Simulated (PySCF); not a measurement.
In(H)2(I), SMILES [InH2][I] (H2IIn) (PBE0/def2-SVP optimised geometry):

```
4

In    -1.000     0.000     0.000
H     -1.693     1.572     0.000
H     -1.690    -1.572     0.000
I      1.693     0.000     0.000
```

Level of theory: PBE0/def2-TZVP, def2 effective core potentials past Kr in PySCF.

Q: What are the frontier orbital energies and the dipole moment?

A: HOMO-2 -8.41 eV, HOMO-1 -7.58 eV, HOMO -7.29 eV, LUMO -2.11 eV, LUMO+1 -1.03 eV; dipole moment 2.39 D.

On the same geometry PySCF with PBE/def2-TZVP, def2 effective core potentials past Kr gives HOMO-2 -7.36 eV, HOMO-1 -6.52 eV, HOMO -6.19 eV, LUMO -2.80 eV, LUMO+1 -1.87 eV; dipole moment 2.18 D.
